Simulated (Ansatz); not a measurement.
**Worked example: a bond strength in Si2NH6F (SMILES F[SiH2]N[SiH3])**

Si2NH6F: 10 atoms, total charge 0, spin state singlet. As SMILES, `F[SiH2]N[SiH3]`. The shape was relaxed beforehand at r2SCAN/def2-SVP. This is one conformer, not always the lowest.

| atom | x (Å) | y (Å) | z (Å) |
| --- | --- | --- | --- |
| F | -1.5805 | 0.9994 | -1.8065 |
| Si | -0.3792 | 1.3196 | -0.7528 |
| N | 0.5186 | -0.0896 | -0.3333 |
| Si | 0.1994 | -1.2492 | 0.9381 |
| H | 0.5240 | 2.2841 | -1.4327 |
| H | -1.0184 | 1.8607 | 0.4721 |
| H | 1.2710 | -0.3347 | -0.9765 |
| H | 1.4019 | -1.4438 | 1.8040 |
| H | -0.1900 | -2.5888 | 0.4006 |
| H | -0.9215 | -0.6972 | 1.7503 |

Wanted: the dissociation energy of the Si2–F1 bond into doublet Si2NH6 and doublet F (shapes relaxed at r2SCAN/def2-SVP, no zero-point term). 1 Eh = 2625.50 kJ/mol = 27.2114 eV. Totals in Eh; open shells run unrestricted unless said.

```
                                level  program      Si2NH6F  doublet Si2NH6   doublet F
                         PBE/def2-SVP   Ansatz  -736.500709     -636.716161  -99.539757
                       B3LYP/def2-SVP   Ansatz  -737.024958     -637.144074  -99.640474
MP2/def2-SVP, 12 core orbitals frozen   Ansatz  -735.605972     -635.937604  -99.422431
```

Task: Work out the dissociation energy at each level.

Result: 
1. PBE/def2-SVP: (-636.716161) + (-99.539757) − (-736.500709) = 0.244791 Eh = 642.7 kJ/mol = 6.66 eV.
2. B3LYP/def2-SVP: (-637.144074) + (-99.640474) − (-737.024958) = 0.240410 Eh = 631.2 kJ/mol = 6.54 eV.
3. MP2/def2-SVP: (-635.937604) + (-99.422431) − (-735.605972) = 0.245937 Eh = 645.7 kJ/mol = 6.69 eV.

The levels span 631 to 646 kJ/mol; no measured value is set beside them. A bond enthalpy at 298 K also holds the loss of zero-point energy and thermal terms.
